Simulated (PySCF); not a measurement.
Compound: C₅H₈OSi.
Structure used (PBE0-D3(BJ)/def2-SVP), in Å, numbered top down from 1:
```xyz
15
C5H8OSi angstrom
C     -2.5381    0.3284   -0.3291
O     -1.6089   -0.6793   -0.0237
C     -0.3211   -0.3277    0.0331
C      0.2332    0.8975   -0.1598
C      1.6987    0.9412   -0.0208
C      2.3675   -0.1969    0.2792
Si     1.0876   -1.5407    0.4247
H     -3.5307   -0.1391   -0.3379
H     -2.5185    1.1318    0.4281
H     -2.3340    0.7727   -1.3193
H     -0.3241    1.8062   -0.3998
H      2.2089    1.9011   -0.1657
H      3.4520   -0.2245    0.3945
H      0.9431   -2.1478    1.7824
H      1.1862   -2.6398   -0.5825
```

Computed with PySCF at wB97X-D/def2-SVPD, non-relativistic, on one gas-phase PBE0-D3(BJ)/def2-SVP geometry that isn't relaxed in the solvent. The solvent is an IEF-PCM continuum (Bondi radii, 1.10 Å for H, scaled by 1.2), and excitations are vertical TDDFT with non-equilibrium linear response and a frozen core. The model holds no explicit solvent molecules, cavitation or dispersion.

```tsv
run	E − E(gas) (kcal/mol)	HOMO (eV)	HOMO–LUMO gap (eV)	dipole (D)	lowest singlet (eV)	static polarisability (au)
gas	0.00	-7.83	8.39	1.68	4.09	89.0
P	-3.03	-7.89	8.38	2.23	4.03	121.2
Q	-1.37	-7.84	8.38	1.93	4.02	102.4
```

Q: The runs were made in acetone and benzene. Which run belongs to which solvent?

A: P = acetone, Q = benzene. The dielectric constants are 2.271 (benzene), 20.49 (acetone), and the energy falls further as ε rises. The optical constants n² used for the excitations are 2.25, 1.85 in the same order. In this model the ground state sees the solvent through ε alone.

Q: How constant is the ratio of the lowering to (ε − 1)/(2ε + 1)?

A: 
```json
{"solvent": "benzene", "(ε − 1)/(2ε + 1)": "0.229", "E − E(gas) (kcal/mol)": "-1.37", "ratio (kcal/mol)": "-6.0", "polarisation term (kcal/mol)": "-1.46"}
{"solvent": "acetone", "(ε − 1)/(2ε + 1)": "0.464", "E − E(gas) (kcal/mol)": "-3.03", "ratio (kcal/mol)": "-6.5", "polarisation term (kcal/mol)": "-3.49"}
```

The ratio changes by +8.9 % in size from benzene to acetone. The polarisation term is half the interaction of the solute with the induced surface charges.

wB97X-D is run here without its empirical dispersion term; that term would change no orbital, density or response property at a fixed geometry.
